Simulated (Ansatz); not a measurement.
The cluster Zn3SeF4. Total charge 0; singlet. Geometry r2SCAN-D4/def2-SVP; atoms count from 1.

```xyz
8

Zn    1.510   -0.945    0.180
Zn   -0.403    1.748    1.164
Zn   -1.282   -0.862   -0.886
Se   -0.553   -0.501    1.426
F    -0.299    3.467    0.988
F     3.246   -0.878    0.408
F    -2.722   -0.687   -1.870
F     0.504   -1.342   -1.410
```

Another isomer (singlet) lies 0.13 eV lower at PBE0-D4/def2-TZVP; other spin states weren't run for this one.

Q: Estimate the Mulliken populations from the PBE0/def2-TZVP orbitals of Ansatz.

A: 
```json
{"atom": "Zn1", "charge (e)": "0.82", "d electrons": "10.08"}
{"atom": "Zn2", "charge (e)": "0.62", "d electrons": "10.06"}
{"atom": "Zn3", "charge (e)": "0.82", "d electrons": "10.08"}
{"atom": "Se4", "charge (e)": "-0.24", "d electrons": "–"}
{"atom": "F5", "charge (e)": "-0.47", "d electrons": "–"}
{"atom": "F6", "charge (e)": "-0.52", "d electrons": "–"}
{"atom": "F7", "charge (e)": "-0.52", "d electrons": "–"}
{"atom": "F8", "charge (e)": "-0.50", "d electrons": "–"}
```
Mulliken values and Mayer orders depend strongly on the basis.

Q: And the Mayer bond orders between bonded heavy atoms (over 0.3)?

A: Zn1–Se4 0.67 (2.45 Å); Zn1–F6 0.81 (1.75 Å); Zn1–F8 0.40 (1.92 Å); Zn2–Se4 1.07 (2.27 Å); Zn2–F5 0.85 (1.73 Å); Zn3–Se4 0.67 (2.45 Å); Zn3–F7 0.81 (1.75 Å); Zn3–F8 0.40 (1.92 Å).
